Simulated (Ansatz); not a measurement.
This geometry of BrH + ClF2H2NTi (9 atoms, charge 0, multiplicity 1) is a first-order saddle point.

Computed with RHF/def2-SVP (Ansatz).

```xyz
9
Properties=species:S:1:pos:R:3
Ti 0.144 -0.110 0.108
N 0.125 0.218 2.038
H -0.778 0.247 2.492
H 0.749 -0.342 2.603
Cl 2.182 -0.333 -0.628
F -0.910 0.956 -0.707
F -0.589 -1.649 -0.045
Br 1.213 2.924 1.504
H 0.606 1.456 1.997
```

Problem. Which two structures does it join? (They come from a converged band through this point; their orientation in space is the band's.)

Solution. Bonds broken: Br8–H9. Bonds formed: Ti1–Br8, N2–H9. BrH + ClF2H2NTi becomes BrClF2H3NTi.

Initial state:

```xyz
9
Properties=species:S:1:pos:R:3
Ti -0.202 -0.436 0.128
N -0.363 -0.136 1.907
H -0.566 0.763 2.314
H -0.194 -0.829 2.618
Cl 1.818 0.223 -0.592
F -1.398 0.511 -0.688
F -0.371 -2.138 -0.113
Br 1.807 3.124 2.422
H 2.212 2.284 1.364
```

Final state:

```xyz
9
Properties=species:S:1:pos:R:3
Ti -0.094 0.518 0.087
N 0.713 0.098 2.196
H 0.031 0.341 2.898
H 0.925 -0.884 2.295
Cl 1.884 -0.315 -0.538
F -0.729 0.816 -1.483
F -1.287 -0.613 0.620
Br -0.256 2.791 0.890
H 1.556 0.613 2.395
```

Problem. How far does it lie above each of them?

Solution. 0.83 eV above the first and 2.12 eV above the second. This is the barrier of this one path; another mechanism may lie lower. The orbitals stay closed-shell, which can raise the energy where a bond breaks towards radicals; this wasn't checked here.

Run time: 7.4 min on 4 threads of Arm Neoverse V1, with other jobs on the host, peak memory 0.49 GiB.
